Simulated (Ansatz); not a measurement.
Species: C₄H₅OSi (charge 0, doublet). It need not be the lowest isomer of its formula. 
Geometry from a B3LYP-D3(BJ)/def2-TZVP (Ansatz, a first-principles code) optimisation:
```
C
C 1 1.3675
O 2 1.3570 1 111.40
C 3 1.3657 2 106.73 1 -0.27
C 4 1.3510 3 110.34 2 -0.04
H 4 1.0754 5 133.77 1 -179.39
H 2 1.0761 3 115.82 4 -179.84
H 5 1.0771 4 126.29 6 0.15
Si 1 1.8412 2 127.02 7 -3.48
H 9 1.4847 1 111.14 2 146.11
H 9 1.4848 10 111.31 1 123.79
```
Charge 0, spin multiplicity 2.

Atomisation energy built up term by term with Ansatz (kcal/mol; UHF references for open shells; valence terms freeze the core; atomic spin-orbit terms are left out). Basis-set limits of correlation are two-point, X^-3; Hartree-Fock from the larger set.

The UHF reference is spin-contaminated (<S^2> 0.19 over the pure value in the largest basis). 

```
term                                            basis  kcal/mol
-----------------------  ----------------------------  --------
Hartree-Fock                              cc-pV(Q+d)Z       [?]
CCSD correlation         CBS(cc-pV(T+d)Z,cc-pV(Q+d)Z)       [?]
(T)                      CBS(cc-pV(T+d)Z,cc-pV(Q+d)Z)     25.06
core correlation                            cc-pwCVTZ      4.66
scalar relativity (X2C)    cc-pVTZ-DK against cc-pVTZ     -1.50
sum: De                                                     [?]
```

Question: What belongs in the gaps?

Answer: 
- Hartree-Fock, kcal/mol: 800.18
- CCSD correlation, kcal/mol: 282.84
- sum: De, kcal/mol: 1111.2
